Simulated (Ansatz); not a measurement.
Program: Ansatz. Geometries: PBE0-D4/def2-TZVP. ΔE: electronic, gas phase. CCSD(T)/CBS adds triple-zeta CCSD(T) − MP2 to the extrapolated MP2 energy (def2 sets, frozen cores). This one scheme is used for every species. Functionals use def2-TZVPP. B3LYP here is the variant with VWN-RPA as its local correlation; programs differ in this. One conformer a species, not always the lowest.

Consider the cleavage of the Al–Al bond: `C[CH2][AlH][AlH][SiH3]` + H₂S → `C[CH2][AlH][SH]` + `[AlH2][SiH3]`.

`C[CH2][AlH][AlH][SiH3]`:

```xyz
15

C     0.106    1.154   -1.995
C     1.503    0.695   -1.585
Al    1.720    0.096    0.277
Al   -0.284    0.101    1.924
Si   -1.931   -1.733    2.011
H    -0.634    0.357   -1.871
H     0.059    1.471   -3.042
H    -0.235    2.000   -1.390
H     2.236    1.495   -1.757
H     1.843   -0.127   -2.231
H     3.165   -0.431    0.719
H    -0.584    1.319    2.916
H    -2.374   -2.076    3.394
H    -3.153   -1.329    1.250
H    -1.438   -2.993    1.380
```

H₂S:

```xyz
3

S    -0.152    0.134   -0.585
H     0.831    0.534    0.235
H    -0.680   -0.668    0.351
```

`C[CH2][AlH][SH]`:

Z-matrix (Å, degrees):
```
C
C 1 1.526
H 1 1.094 2 111.7
H 1 1.094 2 112.1 3 120.1
H 1 1.094 2 111.7 3 -119.8
Al 2 1.956 1 117.1 3 59.9
H 2 1.098 1 110.3 3 -177.5
H 2 1.098 1 110.4 3 -62.7
S 6 2.188 2 120.5 1 0.6
H 6 1.584 2 124.0 1 -179.4
H 9 1.345 6 93.7 2 -0.0
```

`[AlH2][SiH3]`:

Cartesian coordinates in Å:
```
Al -0.714 -1.193 0.222
Si 0.532 0.893 -0.142
H -1.093 -1.690 1.683
H -1.154 -2.071 -1.027
H 1.805 0.622 -0.873
H -0.257 1.838 -0.985
H 0.882 1.602 1.121
```

| level | ΔE (kcal/mol) | difference from CCSD(T)/CBS |
| --- | --- | --- |
| r2SCAN-D4 | -28.5 | -0.4 |
| PBE0-D4 | -26.0 | 2.1 |
| ωB97X-V | -28.2 | -0.1 |
| B2PLYP | -28.9 | -0.8 |
| r2SCAN | -28.6 | -0.5 |
| PBE0 | -25.9 | 2.2 |
| B3LYP | -27.9 | 0.2 |
| MP2/def2-TZVPP | -30.2 | -2.1 |
| SCS-MP2/def2-TZVPP | -29.4 | -1.3 |
| CCSD/def2-TZVPP | -27.3 | 0.8 |
| HF/def2-QZVPP | -29.6 | -1.5 |
| MP2/def2-QZVPP | -30.8 | -2.7 |
| SCS-MP2/def2-QZVPP | -30.0 | -1.9 |
| HF/CBS(def2) | -29.6 | -1.5 |
| MP2/CBS(def2) | -31.1 | -3.0 |
| CCSD/CBS(def2) | -28.1 | 0.0 |
| CCSD(T)/CBS | -28.1 | 0 |

Largest T1 diagnostic among the species: 0.012.

From PBE to PBE0 (25 % exact exchange), in def2-TZVPP and without D4, ΔE moves by −1.0 kcal/mol.
